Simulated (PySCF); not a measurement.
Molecule: SMILES [SeH]B(C)OC. Atoms near the plane z = 0.0 Å, at the PBE0/def2-SVP optimised geometry (x, y, z in Å): B1 (0.1, 0.5, 0.0), C2 (0.9, 1.9, 0.0), H3 (2.0, 1.7, 0.0), H4 (0.7, 2.5, 0.9), H5 (0.7, 2.5, -0.9), O6 (0.8, -0.6, 0.0), C7 (0.2, -1.9, 0.0), H8 (-0.9, -1.9, 0.0), H9 (0.5, -2.5, -0.9), H10 (0.5, -2.5, 0.9), Se11 (-1.9, 0.5, 0.0), H12 (-2.0, 2.0, 0.0).

Level of theory: PBE0/def2-TZVP (PySCF). Cells within 0.4 Å of a nucleus heavier than hydrogen are left out (blank, or x). The values are rescaled to run from 0 to 1.

```
|000000000000000000000000000|
|000000000000000000000000000|
|000000000000000000000000000|
|000000231000001110000000000|
|000016898200013332100000000|
|000049999700035654334310000|
|000059999910136655789850000|
|000049999920144xx6999982000|
|000037999820256xx7999993000|
|000135776543389858999993000|
|001355222167438986899971000|
|0035752xx2691xx541123310000|
|0147872xx2691xx320000000000|
|014788322277337765300000000|
|003688865542278x78741000000|
|002477775200166xx9862000000|
|000245420001158x88752000000|
|000011000599658754210000000|
|0000000059999xx320000000000|
|0000000299999xx441000000000|
|000000049999635752000000000|
|000000028985335542000000000|
|000000002421012321000000000|
|000000000000000000000000000|
|000000000000000000000000000|
|000000000000000000000000000|
|000000000000000000000000000|
```
Scale: ten equal steps from 0.000 (start of '0') to 1.00 (end of '9'), in the order '0123456789'; x runs from -4.50 to 4.50, y from -4.50 (bottom) to 4.50 (top).

### Question
Which quantity is mapped?
A. log10 of the electron density
B. an orbital amplitude
C. deformation density (molecule minus spherical neutral atoms)
D. electron localisation function

### Answer
D, electron localisation function
